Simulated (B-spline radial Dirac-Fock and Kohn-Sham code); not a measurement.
# How the binding energies of I⁴⁺ add up

System: the I⁴⁺ ion, configuration [Kr] 4d10 5s2 5p1, inside a Watson sphere of charge -4 and radius 2 Å (a model of the Madelung potential; inside it an electron's potential energy is raised by 28.8 eV); nuclear rms radius 4.75 fm (A = 127).

Method: relaxed Dirac-Fock hole states (ΔSCF) with Breit and QED corrections and a finite nucleus. Computed with a B-spline atomic structure program. The model has no electron correlation. Energies are counted from the vacuum level.

All terms are in eV, carry their sign (relaxation lowers the binding energy) and add up to the binding energy; ⟨r⟩ is the mean radius of the orbital in the initial state.

| subshell | −ε (Koopmans) | relaxation | Gaunt | retardation | self-energy | vacuum polarisation | binding energy | ⟨r⟩ (bohr) |
| --- | --- | --- | --- | --- | --- | --- | --- | --- |
| K (1s) | 33378.5 | -65.22 | -83.68 | 6.79 | -45.48 | 6.29 | 33197.2 | 0.027 |
| L1 (2s) | 5269.6 | -34.03 | -7.76 | 0.46 | -5.67 | 0.73 | 5223.3 | 0.117 |
| L2 (2p1/2) | 4931.1 | -37.63 | -13.87 | 1.55 | 0.37 | -0.02 | 4881.5 | 0.099 |
| L3 (2p3/2) | 4631.2 | -36.28 | -9.93 | 1.86 | -0.16 | -0.04 | 4586.6 | 0.104 |
| M1 (3s) | 1119.5 | -13.70 | -1.10 | 0.04 | -1.16 | 0.14 | 1103.7 | 0.312 |
| M2 (3p1/2) | 978.4 | -14.26 | -2.13 | 0.22 | 0.08 | -0.01 | 962.3 | 0.303 |
| M3 (3p3/2) | 920.4 | -13.71 | -1.39 | 0.28 | -0.02 | -0.01 | 905.6 | 0.314 |
| M4 (3d3/2) | 675.1 | -15.31 | -0.63 | 0.03 | 0.11 | -0.01 | 659.2 | 0.286 |
| M5 (3d5/2) | 663.0 | -15.09 | -0.31 | 0.04 | 0.08 | -0.01 | 647.7 | 0.289 |
| N1 (4s) | 227.4 | -3.68 | -0.17 | 0.01 | -0.23 | 0.03 | 223.3 | 0.740 |
| N2 (4p1/2) | 175.7 | -3.51 | -0.35 | 0.04 | 0.03 | 0.00 | 171.9 | 0.775 |
| N3 (4p3/2) | 164.3 | -3.28 | -0.20 | 0.05 | 0.01 | 0.00 | 160.9 | 0.801 |
| N4 (4d3/2) | 79.66 | -2.75 | -0.03 | 0.00 | 0.03 | 0.00 | 76.90 | 0.904 |
| N5 (4d5/2) | 77.82 | -2.67 | 0.02 | 0.00 | 0.02 | 0.00 | 75.19 | 0.914 |
| O1 (5s) | 32.85 | -0.32 | -0.03 | 0.00 | -0.04 | 0.00 | 32.48 | 1.819 |
| O2,3 (5p) | 21.00 | -0.19 | -0.04 | 0.01 | 0.00 | 0.00 | 20.79 | 2.089 |

For the deepest level, K (1s), the Breit terms make up -0.232 % of the binding energy, QED -0.118 % and orbital relaxation -0.196 %.

Spin-orbit splittings: 2p 294.9 eV, 3p 56.72 eV, 3d 11.50 eV, 4p 11.04 eV, 4d 1.71 eV.
